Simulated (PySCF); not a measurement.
A calculated (PBE, PySCF 2.14, aug-cc-pwCVTZ-DK with one added diffuse shell each of s, p, d, f, g type, scalar relativity by spin-free X2C-1e) atom or ion has these occupied shells.

```json
{"shell": "1s α", "electrons": "1", "orbital energy (eV)": "-8875.9", "rms radius, mean of both spins (bohr)": "0.0601"}
{"shell": "1s β", "electrons": "1", "orbital energy (eV)": "-8875.9", "rms radius, mean of both spins (bohr)": "0.0601"}
{"shell": "2s α", "electrons": "1", "orbital energy (eV)": "-1096.7", "rms radius, mean of both spins (bohr)": "0.255"}
{"shell": "2s β", "electrons": "1", "orbital energy (eV)": "-1095.3", "rms radius, mean of both spins (bohr)": "0.255"}
{"shell": "2p α", "electrons": "3", "orbital energy (eV)": "-951.12", "rms radius, mean of both spins (bohr)": "0.229"}
{"shell": "2p β", "electrons": "3", "orbital energy (eV)": "-950.10", "rms radius, mean of both spins (bohr)": "0.229"}
{"shell": "3s α", "electrons": "1", "orbital energy (eV)": "-149.05", "rms radius, mean of both spins (bohr)": "0.758"}
{"shell": "3s β", "electrons": "1", "orbital energy (eV)": "-146.30", "rms radius, mean of both spins (bohr)": "0.758"}
{"shell": "3p α", "electrons": "3", "orbital energy (eV)": "-106.21", "rms radius, mean of both spins (bohr)": "0.801"}
{"shell": "3p β", "electrons": "3", "orbital energy (eV)": "-103.49", "rms radius, mean of both spins (bohr)": "0.801"}
{"shell": "3d α", "electrons": "5", "orbital energy (eV)": "-37.569", "rms radius, mean of both spins (bohr)": "0.985"}
{"shell": "3d β", "electrons": "3", "orbital energy (eV)": "-35.468", "rms radius, mean of both spins (bohr)": "0.985"}
{"shell": "4s α", "electrons": "1", "orbital energy (eV)": "-25.394", "rms radius, mean of both spins (bohr)": "2.32"}
```

Problem. Name the element and its charge.

Solution. Cu²⁺ (copper, charge +2), in [Ar] 3d8 4s1, high-spin 4F determinant (an excited configuration).
